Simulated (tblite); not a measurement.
Species: C6H8NOS (doublet state).
Atom-mapped SMILES: `[CH3:1][NH:2][C:3]1=[CH:4][CH:5][C@@H:6]([CH:7]=[O:8])[S:9]1` (hydrogens: H10, H11, H12 on C1; H13 on N2; H14 on C4; H15 on C5; H16 on C6; H17 on C7)

Cartesian coordinates in Å at the GFN2-xTB level; atoms count from 1:
```xyz
17
C6H8NOS angstrom
C      2.8317   -0.3070   -0.2112
N      1.6981   -0.9947    0.3568
C      0.5161   -0.3553    0.5795
C      0.0565    0.8393    0.0521
C     -1.2228    1.1826    0.4340
C     -1.9380    0.1070    1.1693
C     -2.8026   -0.3138    0.0014
O     -3.9238    0.0897   -0.1906
S     -0.6877   -1.1430    1.5927
H      3.2420    0.4561    0.4605
H      2.5323    0.1732   -1.1420
H      3.6061   -1.0387   -0.4305
H      1.9121   -1.7267    1.0183
H      0.6717    1.4740   -0.5605
H     -1.7188    2.1035    0.1967
H     -2.5184    0.4073    2.0406
H     -2.2615   -0.9413   -0.7277
```

Computed with GFN2-xTB (tblite): harmonic, unscaled wavenumbers at the GFN2-xTB geometry, gas phase. This tight-binding method is rough: wavenumbers can miss measured ones by several per cent, in bad cases by 10 to 20. One conformer, not necessarily the lowest. Open shells enter through the occupations alone, without spin polarisation, and single modes of such species can be off by tens of per cent.

Harmonic wavenumbers (cm⁻¹): 49.0, 99.4, 107.7, 142.1, 222.0, 232.2, 269.6, 346.3, 376.8, 438.1, 477.9, 486.8, 527.8, 630.1, 661.8, 733.4, 796.3, 801.6, 856.9, 977.5, 1015.0, 1035.6, 1081.2, 1095.0, 1124.5, 1127.6, 1153.5, 1188.1, 1254.1, 1351.0, 1375.7, 1406.9, 1427.7, 1470.9, 1481.7, 1555.0, 1711.9, 2789.4, 2917.4, 2978.3, 3018.3, 3036.5, 3126.3, 3159.9, 3431.0.

A = 3273, B = 844.1, C = 745.6 MHz; mass 142.033 u (most abundant isotopes); point group C1, symmetry number 1; spin multiplicity 2.

**Question.** Zero-point energy?

**Answer.** Half the sum of the wavenumbers: 27773 cm⁻¹ = 79.41 kcal/mol.

**Question.** Entropy at 298.15 K, 1 bar (ideal gas, RRHO, classical rotation)?

**Answer.** Translation 40.79, rotation 29.44, vibration 27.24, spin (R ln 2) 1.38: S = 98.8 cal/(mol K).

**Question.** And Cp and H(298.15 K) − H(0)?

**Answer.** Cp = 37.35 cal/(mol K), of which vibrations give 29.40 (their classical limit is 45 R = 89.4); H(298.15 K) − H(0) = 6.76 kcal/mol without the zero-point energy, 4.39 from vibrations.

**Question.** Blend soft modes into free rotors: weight 1/[1 + (100 cm⁻¹/ν̃)⁴] for the oscillator and the rest for a rotor with moment μB/(μ + B), μ = h/(8π²ν), B = 10⁻⁴⁴ kg m². What vibrational entropy results?

**Answer.** 25.46 cal/(mol K) in place of 27.24, which changes −T·S at 298.15 K by +0.53 kcal/mol.

**Question.** What must be added to the electronic energy to get the Gibbs energy at 298.15 K and 1 bar?

**Answer.** ZPE + [H(298.15 K) − H(0)] − T·S = 79.41 + 6.76 − 29.47 = 56.70 kcal/mol.

**Question.** How do the functions run with temperature in this model?

**Answer.** 
```json
{"T (K)": "150", "S (cal/(mol K))": "78.6", "Cp (cal/(mol K))": "23.1", "H − H(0) (kcal/mol)": "2.28", "G − H(0) (kcal/mol)": "-9.51", "ln q(vib)": "2.63"}
{"T (K)": "250", "S (cal/(mol K))": "92.7", "Cp (cal/(mol K))": "32.8", "H − H(0) (kcal/mol)": "5.07", "G − H(0) (kcal/mol)": "-18.10", "ln q(vib)": "5.10"}
{"T (K)": "400", "S (cal/(mol K))": "111.1", "Cp (cal/(mol K))": "46.4", "H − H(0) (kcal/mol)": "11.03", "G − H(0) (kcal/mol)": "-33.41", "ln q(vib)": "8.82"}
{"T (K)": "600", "S (cal/(mol K))": "132.6", "Cp (cal/(mol K))": "59.9", "H − H(0) (kcal/mol)": "21.75", "G − H(0) (kcal/mol)": "-57.84", "ln q(vib)": "13.68"}
{"T (K)": "900", "S (cal/(mol K))": "159.5", "Cp (cal/(mol K))": "72.4", "H − H(0) (kcal/mol)": "41.76", "G − H(0) (kcal/mol)": "-101.81", "ln q(vib)": "20.47"}
```

q(vib) and H(0) count from the zero-point level.

**Question.** Which modes carry the vibrational entropy at 298.15 K?

**Answer.** 49.0 cm⁻¹: 4.86; 99.4 cm⁻¹: 3.47; 107.7 cm⁻¹: 3.31; 142.1 cm⁻¹: 2.78; 222.0 cm⁻¹: 1.94; 232.2 cm⁻¹: 1.86 cal/(mol K); the other 39 give 9.03 together.

Hindered rotation and anharmonicity are outside this model. Other conformers, if any are populated, would add a mixing term that is left out. The structure is chiral; the term R ln 2 for an equal mix with its mirror image is left out.
